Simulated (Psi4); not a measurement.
ClGa, charge -1, doublet, at a GFN2-xTB geometry (such geometries of metal compounds can be far from the true shape) (a state made from the parent by changing its charge; the spin is typed, not shown lowest) (a gas-phase anion, which may not be bound at this level); Psi4 with B3LYP/pcseg-2.

Input for Psi4:
```
memory 2 GB

molecule {
-1 2
  Ga   -0.00000000   -0.00000000   -0.85496772
  Cl    0.00000000    0.00000000    1.55905878
}

set basis pcseg-2
set reference uks

energy('b3lyp')
print_variables()
```

Output, abridged:

```
   => Loading Basis Set <=

    Name: PCSEG-2
    Role: ORBITAL
    Keyword: BASIS

         ---------------------------------------------------------
                                   SCF
               by Justin Turney, Rob Parrish, Andy Simmonett
                          and Daniel G. A. Smith
                              UKS Reference
         ---------------------------------------------------------

  ==> Geometry <==

    Molecular point group: c2v
    Full point group: C_inf_v

    Geometry (in Angstrom), charge = -1, multiplicity = 2:

       Center              X                  Y                   Z               Mass
    ------------   -----------------  -----------------  -----------------  -----------------
         GA           0.000000000000     0.000000000000    -0.812514589580    68.925573500000
         CL           0.000000000000     0.000000000000     1.601511910420    34.968852682000

  Running in c2v symmetry.

  Rotational constants: A = ************  B =      0.12469  C =      0.12469 [cm^-1]
  Rotational constants: A = ************  B =   3738.20927  C =   3738.20927 [MHz]
  Nuclear repulsion =  115.523334156890996

  Charge       = -1
  Multiplicity = 2
  Electrons    = 49
  Nalpha       = 25
  Nbeta        = 24

  ==> Algorithm <==

  SCF Algorithm Type is DF.
  DIIS enabled.
  MOM disabled.
  Fractional occupation disabled.
  Guess Type is SAD.
  Energy threshold   = 1.00e-06
  Density threshold  = 1.00e-06
  Integral threshold = 1.00e-12

  ==> Primary Basis <==

  Basis Set: PCSEG-2
    Blend: PCSEG-2
    Number of shells: 27
    Number of basis functions: 77
    Number of Cartesian functions: 88
    Spherical Harmonics?: true
    Max angular momentum: 3

  ==> DFT Potential <==

   => LibXC <=

    Version 7.1.2
    S. Lehtola, C. Steigemann, M. J. T. Oliveira, and M. A. L. Marques,  SoftwareX 7, 1–5 (2018) (10.1016/j.softx.2017.11.002)

   => Composite Functional: B3LYP <=

    B3LYP Hyb-GGA Exchange-Correlation Functional

    P. J. Stephens, F. J. Devlin, C. F. Chabalowski, and M. J. Frisch,  J. Phys. Chem. 98, 11623 (1994) (10.1021/j100096a001)

    Deriv               =              1
    GGA                 =           TRUE
    Meta                =          FALSE

    Exchange Hybrid     =           TRUE
    MP2 Hybrid          =          FALSE

   => Exchange Functionals <=

    0.0800   Slater exchange
    0.7200         Becke 88

   => Exact (HF) Exchange <=

    0.2000               HF

   => Correlation Functionals <=

    0.1900   Vosko, Wilk & Nusair (VWN5_RPA)
    0.8100   Lee, Yang & Parr

   => LibXC Density Thresholds  <==

    XC_HYB_GGA_XC_B3LYP:  1.00E-15

   => Molecular Quadrature <=

    Radial Scheme          =       TREUTLER
    Pruning Scheme         =           NONE
    Nuclear Scheme         =       TREUTLER

    Blocking Scheme        =         OCTREE
    BS radius alpha        =              1
    Pruning alpha          =              1
    Radial Points          =             75
    Spherical Points       =            302
    Total Points           =          43274
    Total Blocks           =            418
    Max Points             =            254
    Max Functions          =             75
    Weights Tolerance      =       1.00E-15

   => Loading Basis Set <=

    Name: (PCSEG-2 AUX)
    Role: JKFIT
    Keyword: DF_BASIS_SCF

  ==> Integral Setup <==

  SCF_SUBTYPE=INCORE selected. In-core MEM_DF algorithm will be used.
  Using in-core AOs.

  ==> MemDFJK: Density-Fitted J/K Matrices <==

    J tasked:                   Yes
    K tasked:                   Yes
    wK tasked:                   No
    Algorithm:                 Core
    Schwarz Cutoff:           1E-12
    Mask sparsity (%):       2.0577
    Fitting Condition:        1E-10

   => Auxiliary Basis Set <=

  Basis Set: (PCSEG-2 AUX)
    Blend: DEF2-UNIVERSAL-JKFIT
    Number of shells: 98
    Number of basis functions: 394
    Number of Cartesian functions: 526
    Spherical Harmonics?: true
    Max angular momentum: 5

  Minimum eigenvalue in the overlap matrix is 1.8413638709E-02.
  Reciprocal condition number of the overlap matrix is 5.2995444202E-03.
    Using symmetric orthogonalization.

  ==> Pre-Iterations <==

  SCF Guess: Superposition of Atomic Densities via on-the-fly atomic UHF (no occupation information).

   -------------------------
    Irrep   Nso     Nmo
   -------------------------
     A1        34      34
     A2         7       7
     B1        18      18
     B2        18      18
   -------------------------
    Total      77      77
   -------------------------

  ==> Iterations <==

                           Total Energy        Delta E     RMS |[F,P]|

   @DF-UKS iter SAD: -2381.47757621907340   -2.38148e+03   0.00000e+00
    Occupation by irrep:
             A1    A2    B1    B2
Warning! Irrep has more beta than alpha electrons in symmetry 3 orbitals.
Warning! Irrep has more beta than alpha electrons in symmetry 3 orbitals.
    DOCC [    13,    0,    5,    5 ]
    SOCC [     1,    1,    0,    1 ]
    NA   [    14,    1,    5,    5 ]
    NB   [    13,    0,    5,    6 ]

   @DF-UKS iter   1: -2383.77594054504607   -2.29836e+00   4.82783e-02 DIIS/ADIIS
    Occupation by irrep:
             A1    A2    B1    B2
    DOCC [    13,    1,    5,    5 ]
    SOCC [     0,    0,    1,    0 ]
    NA   [    13,    1,    6,    5 ]
    NB   [    13,    1,    5,    5 ]

   @DF-UKS iter   2: -2339.79107069898373    4.39849e+01   2.45085e-01 ADIIS
   @DF-UKS iter   3: -2384.09914359423192   -4.43081e+01   5.48236e-02 DIIS/ADIIS
   @DF-UKS iter   4: -2385.25595896042159   -1.15682e+00   3.07621e-03 DIIS/ADIIS
   @DF-UKS iter   5: -2385.25957232316887   -3.61336e-03   8.68999e-04 DIIS/ADIIS
   @DF-UKS iter   6: -2385.26066949474853   -1.09717e-03   4.68289e-04 DIIS/ADIIS
   @DF-UKS iter   7: -2385.26088308919725   -2.13594e-04   6.07773e-05 DIIS
   @DF-UKS iter   8: -2385.26088582776583   -2.73857e-06   2.51045e-05 DIIS
   @DF-UKS iter   9: -2385.26088645517348   -6.27408e-07   3.54869e-06 DIIS
   @DF-UKS iter  10: -2385.26088647606184   -2.08884e-08   9.21261e-07 DIIS
  Energy and wave function converged.

  ==> Post-Iterations <==

   Electrons on quadrature grid:
      Nalpha   =   25.0000007354 ; deviation = 7.354e-07
      Nbeta    =   24.0000007010 ; deviation = 7.010e-07
      Ntotal   =   49.0000014364 ; deviation = 1.436e-06

   @Spin Contamination Metric:   2.480004525E-03
   @S^2 Expected:                7.500000000E-01
   @S^2 Observed:                7.524800045E-01
   @S   Expected:                5.000000000E-01
   @S   Observed:                5.000000000E-01

    Orbital Energies [Eh]
    ---------------------

    Alpha Occupied:

[...]
       6B1     0.064554

    Alpha Virtual:

[...]
      34A1    32.332121

    Beta Occupied:

[...]
    Beta Virtual:

[...]
    Final Occupation by Irrep:
             A1    A2    B1    B2
    DOCC [    13,    1,    5,    5 ]
    SOCC [     0,    0,    1,    0 ]
    NA   [    13,    1,    6,    5 ]
    NB   [    13,    1,    5,    5 ]

  @DF-UKS Final Energy: -2385.26088647606184

   => Energetics <=

    Nuclear Repulsion Energy =            115.5233341568909964
    One-Electron Energy =               -3562.1232811750628571
    Two-Electron Energy =                1144.7065768484203545
    DFT Exchange-Correlation Energy =     -83.3675163063101508
    Empirical Dispersion Energy =           0.0000000000000000
    VV10 Nonlocal Energy =                  0.0000000000000000
    Total Energy =                      -2385.2608864760618417

  UHF NO Occupations:
  HONO-2 :    5 B1 1.9999537
  HONO-1 :   13 A1 1.9988532
  HONO-0 :    6 B1 1.0000000
  LUNO+0 :   14 A1 0.0011468
  LUNO+1 :    7 B1 0.0000463
  LUNO+2 :   15 A1 0.0000199
  LUNO+3 :    2 A2 0.0000085

Computation Completed

Properties will be evaluated at   0.000000,   0.000000,   0.000000 [a0]

Properties computed using the SCF density matrix

 Multipole Moments:

 ------------------------------------------------------------------------------------
     Multipole            Electronic (a.u.)      Nuclear  (a.u.)        Total (a.u.)
 ------------------------------------------------------------------------------------

 L = 1.  Multiply by 2.5417464519 to convert [e a0] to [Debye]
 Dipole X            :          0.0000000            0.0000000            0.0000000
 Dipole Y            :          0.0000000            0.0000000            0.0000000
 Dipole Z            :         -4.2817007            3.8507898           -0.4309110
 Magnitude           :                                                    0.4309110

 ------------------------------------------------------------------------------------

  Variable Map:
  ----------------------------------------------------------------------------
[...]
  Array Variable Map:
  ----------------------------------------------------------------------------
[...]
[...]
```
